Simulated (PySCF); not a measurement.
Species: `[SiH3][Si@@H](C#N)OCCO`. The columns A, B, C and D hold Mulliken, IAO, Hirshfeld and ESP-fitted charges (e) of one PBE0/pcSseg-1 density (PySCF), in a shuffled order. Coordinates in Å (GFN2-xTB); the density's dipole moment is (5.83, -2.89, 2.50) D.

```csv
atom,x,y,z,A,B,C,D
N1,-2.973,1.528,-2.276,-0.210,-0.219,-0.411,-0.212
C2,-2.135,1.008,-1.693,-0.157,-0.191,+0.194,-0.042
Si3,-0.867,0.025,-0.725,+0.858,+0.763,+0.403,+0.345
Si4,-1.867,-1.026,1.068,+0.268,+0.162,+0.209,+0.214
O5,0.097,1.283,-0.325,-0.625,-0.618,-0.398,-0.217
C6,1.186,1.236,0.528,-0.046,+0.082,+0.082,+0.007
C7,2.092,0.056,0.197,-0.073,-0.018,+0.115,0.000
O8,1.330,-1.108,0.420,-0.537,-0.467,-0.539,-0.174
H9,-0.252,-0.799,-1.783,-0.131,-0.089,-0.085,-0.081
H10,-1.076,-2.129,1.621,-0.090,-0.052,-0.073,-0.074
H11,-3.166,-1.580,0.672,-0.092,-0.050,-0.071,-0.071
H12,-2.125,-0.107,2.187,-0.087,-0.051,-0.053,-0.067
H13,1.738,2.174,0.425,+0.157,+0.130,+0.070,+0.056
H14,0.841,1.129,1.564,+0.133,+0.121,+0.073,+0.041
H15,2.397,0.127,-0.854,+0.132,+0.121,+0.060,+0.043
H16,2.981,0.074,0.839,+0.136,+0.123,+0.030,+0.047
H17,1.791,-1.878,0.072,+0.365,+0.251,+0.396,+0.184
```

Which column most likely holds the ESP-fitted charges?

C. Σ q r misses the density's dipole by 0.01 D (C), 0.78 D (B), 0.79 D (A), 1.43 D (D). Charges fitted to the outside potential are the only set here that is tied to the molecule's multipoles.

And the Hirshfeld charges?

D. The mean sizes are 0.110 e (D), 0.192 e (C), 0.206 e (B), 0.241 e (A), and Hirshfeld charges are commonly the smallest of these schemes.

As computed, A = IAO, B = Mulliken, C = ESP-fitted, D = Hirshfeld. Hydrogens on carbon: IAO +0.13 to +0.16, Mulliken +0.12 to +0.13, ESP-fitted +0.03 to +0.07, Hirshfeld +0.04 to +0.06 e.

The ESP scheme fits charges at the nuclei, held to the total charge, to the electrostatic potential on points at 1.4 to 2.0 times the van der Waals radii. The Mulliken scheme counts on each atom the diagonal of the density matrix times the overlap matrix over that atom's basis functions.

Geometry: GFN2-xTB, one conformer, isolated molecule. GFN2-xTB frequencies show an imaginary mode (37i cm⁻¹), so this geometry is no minimum at that level.

Conformer computed: `[N:1]#[C:2][Si@H:3]([SiH3:4])[O:5][CH2:6][CH2:7][OH:8]`: C2–Si3–O5–C6 173°, Si3–O5–C6–C7 47°, O5–C6–C7–O8 -63°, H–O8–C7–C6 169°.
